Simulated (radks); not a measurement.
Results of a calculation; reference values are marked as such.
Question: The mean radii <r> (bohr) of the occupied orbitals of an atom or ion are listed with their occupations. Code: a radial shooting solver on a logarithmic mesh with Libxc functionals. Model: scalar-relativistic Kohn-Sham, PBE, spin-polarised, spherical densities, finite nucleus; Fermi nuclear charge, rms radius of each element as measured or else 0.836 A^(1/3) + 0.57 fm.

| orbital | occ. | <r> |
|---|---|---|
| 1s down | 1 | 0.05846 |
| 1s up | 1 | 0.05846 |
| 2s up | 1 | 0.2672 |
| 2s down | 1 | 0.2666 |
| 2p up | 3 | 0.2358 |
| 2p down | 3 | 0.2352 |
| 3s up | 1 | 0.8033 |
| 3s down | 1 | 0.8070 |
| 3p up | 3 | 0.8430 |
| 3p down | 3 | 0.8498 |
| 3d up | 5 | 0.9771 |

Name the element and its charge. Open shells, if any, are filled with parallel spins first.

Answer: Z = 26, iron, charge +3: Fe3+ in [Ar] 3d5. The 1s radius gives Z: for a bare nucleus <r> = (2 gamma + 1)/(2Z) with gamma = sqrt(1 - (Z/c)^2), 0.05699 bohr for Z = 26, and screening makes it slightly larger (0.05846 here). The occupations add up to 23, and the charge is Z minus that.
